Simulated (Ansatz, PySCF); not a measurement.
The pair A = NH3 (SMILES N) (first 4 atoms), B = SiH4 (SMILES [SiH4]); geometry from B3LYP-D3(BJ)/def2-TZVP.
(charge 0, multiplicity 1):
```xyz
9

N      0.06953     0.16398    -0.00728
H     -0.74419     0.64334     0.35970
H      0.03779    -0.79277     0.32469
H      0.89049     0.60126     0.39447
Si    -0.01190     0.03083     3.63675
H      1.22329     0.71852     3.19909
H     -0.04529    -0.02330     5.11609
H     -0.03172    -1.34629     3.09514
H     -1.19417     0.77376     3.14636
```

Correlated levels freeze the cores. CBS: X⁻³ extrapolation of the correlation energy, Hartree–Fock from the larger set.

Codes used: Ansatz (Gaussian basis) for Hartree–Fock, density functionals and correlated methods; PySCF for the dispersion terms. 

The monomers are drawn apart, rigid, along the line of their centres of mass. Counterpoise-corrected interaction energies (kcal/mol):

```tsv
level	R = 5.041 Å	R = 6.500 Å
PBE-D3(BJ)/def2-TZVPPD	-0.3502	-0.0560
wB97M-V/def2-TZVPPD	-0.2265	-0.0392
CCSD(T)/CBS(aug-cc-pV(D+d)Z, aug-cc-pV(T+d)Z)	-0.2256	-0.0387
```

Task: R is the distance of the centres of mass. Find the local exponent m of E ∝ R⁻ᵐ between the two points.

Result: 
m = ln(E₁/E₂)/ln(R₂/R₁): PBE-D3(BJ)/def2-TZVPPD 7.2; wB97M-V/def2-TZVPPD 6.9; CCSD(T)/CBS(aug-cc-pV(D+d)Z, aug-cc-pV(T+d)Z) 6.9. For scale, two fixed dipoles give m = 3, dipole and quadrupole 4, quadrupoles 5, and dispersion or dipole-induced dipole 6 at long range; at these distances several terms mix, and what is left of overlap and damping shifts m, so it need not match one of them.

Ansatz is a first-principles code.
